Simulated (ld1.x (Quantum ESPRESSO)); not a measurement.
O (Z = 8): one change to a TM potential, before and after

* Element: O (Z = 8)
* Generator: ld1.x (Quantum ESPRESSO) 7.5
* Type: norm-conserving Troullier–Martins (Kleinman–Bylander form)
* Functional: PBEsol
* Relativity: scalar-relativistic
* Frozen core: [He]
* Valence charge: 6
* Reference configuration: 2s2 2p3.5 (charge +0.5)
* Partial waves: 2p (bound): rc 1.45 bohr; 2s (bound): rc 0.70 bohr
* Local potential: the s channel
* Core correction: a·sin(br)/r model core, default radius (core density twice the valence density)

Change: all radii but the core radius scaled by about 1.38 (s 0.96, p 2.00 bohr).

Cutoffs: the cutoffs (Ry, on a coarse ladder) from which the occupation-weighted sum of valence levels, in a spherical-Bessel basis at the reference potential, stays within 10 and 1 mRy of its value at 400 Ry; they do not see the model core or the augmentation charge, which bear on the density cutoff. Errors are all-electron minus pseudo energies relative to the spin-unpolarised reference configuration.

Question: Predict the effect on cutoff, ghosts and configuration errors.

Answer: The potential gets softer (90 Ry and 200 Ry → 70 Ry and 160 Ry); of the 7 tests that both files solve, the error grows in 7 and shrinks in 0 by more than 15 % and 0.3 meV (median size 78.9 → 106.0 meV); neither file shows a bound ghost. A larger radius leaves more room for a smooth pseudo-wave, so fewer plane waves are needed. More of the atom is replaced by a form fitted at one configuration, so other configurations suffer.

| quantity | base | changed |
| --- | --- | --- |
| cutoff, loose | 90 Ry | 70 Ry |
| cutoff, tight | 200 Ry | 160 Ry |
| loose cutoff by channel (10 mRy a level) | p 55 Ry, s 70 Ry | p 35 Ry, s 55 Ry |
| bound ghosts | none | none |
| error for 2s2 2p4, meV [ΔE -6.25 eV] | +1.9 | +9.9 |
| error for 2s2 2p3, meV [ΔE 10.11 eV] | +4.5 | +24 |
| error for 2s2 2p2, meV [ΔE 43.58 eV] | +101 | +416 |
| error for 2s2 2p0, meV [ΔE 173.94 eV] | +1748 | +5481 |
| error for 2s2 2p1, meV [ΔE 97.29 eV] | +535 | +1894 |
| error for 2s1 2p5, meV [ΔE 8.60 eV] | +30 | +68 |
| error for 2s0 2p6, meV [ΔE 23.49 eV] | +79 | +106 |
